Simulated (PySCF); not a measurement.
Species: CH5FOSi.
SMILES with atom numbers: `[OH:1][SiH2:2][CH2:3][F:4]` (hydrogens: H5 on O1; H6, H7 on Si2; H8, H9 on C3)

Jobs on this species (9 atoms, 42 electrons) with PySCF (density fitting). Hardware of each: an Intel Xeon 6975P-C with one thread (shared host). The host was shared with other jobs, so the times are rough. Peak memory is the resident size of the whole Python process, interpreter and libraries included.

```csv
level and settings,work,basis functions,SCF cycles,wall time,peak memory
"delta-SCF UKS B3LYP, pcX-2 on the ionised atom, pcseg-1 elsewhere, spin-free X2C","ΔSCF core ionisation, 5 holes",127,?,?,?
"delta-SCF UKS HF, pcX-2 on the ionised atom, pcseg-1 elsewhere, spin-free X2C","ΔSCF core ionisation, 5 holes",127,67,5.7 s,0.40 GiB
"delta-SCF UKS PBE, pcX-2 on the ionised atom, pcseg-1 elsewhere, spin-free X2C","ΔSCF core ionisation, 5 holes",127,73,7.1 s,0.39 GiB
"delta-SCF UKS PBE0, pcX-2 on the ionised atom, pcseg-1 elsewhere, spin-free X2C","ΔSCF core ionisation, 5 holes",127,68,12 s,0.46 GiB
"delta-SCF UKS SCAN, pcX-2 on the ionised atom, pcseg-1 elsewhere, non-relativistic","ΔSCF core ionisation, 5 holes",127,73,10 s,0.40 GiB
"delta-SCF UKS SCAN, pcX-1 on the ionised atom, pcseg-1 elsewhere, spin-free X2C","ΔSCF core ionisation, 5 holes",107,73,8.4 s,0.40 GiB
"delta-SCF UKS SCAN, pcX-2 on the ionised atom, pcseg-1 elsewhere, spin-free X2C","ΔSCF core ionisation, 5 holes",127,74,11 s,0.40 GiB
"PBE0-D3(BJ)/def2-SVP, grid level 1",geometry optimisation from a GFN2-xTB start shaken at random,85,77,18 s,0.36 GiB
"delta-SCF UKS SCAN, def2-TZVP on the ionised atom, pcseg-1 elsewhere, spin-free X2C","ΔSCF core ionisation, 5 holes",104,73,9.4 s,0.40 GiB
```

**Question.** Fill in the missing figures.

**Answer.** 
- delta-SCF UKS B3LYP, pcX-2 on the ionised atom, pcseg-1 elsewhere, spin-free X2C; ΔSCF core ionisation, 5 holes: 12 s, 0.45 GiB, 70 SCF cycles

**Question.** What do all jobs in the table cost together?

**Answer.** About 94 s; the longest takes about 19 % of that, and about 3.2 times as long as the shortest.
